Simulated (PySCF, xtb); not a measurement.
selenium dioxide (O2Se), SMILES O=[Se]=O.

Harmonic wavenumbers (cm⁻¹) from GFN2-xTB in xtb at its own minimum, in rising order: 397, 877, 900.

### Question
What does PBE-D3(BJ)/def2-TZVP in PySCF 2.14.0 give at its own minimum? (The exact figures need the calculation; the answer reports its results.)

### Answer
351, 920, 958. Paired by order, the mean absolute difference is 49 cm⁻¹ and the zero-point energies are 3.1 and 3.2 kcal/mol.
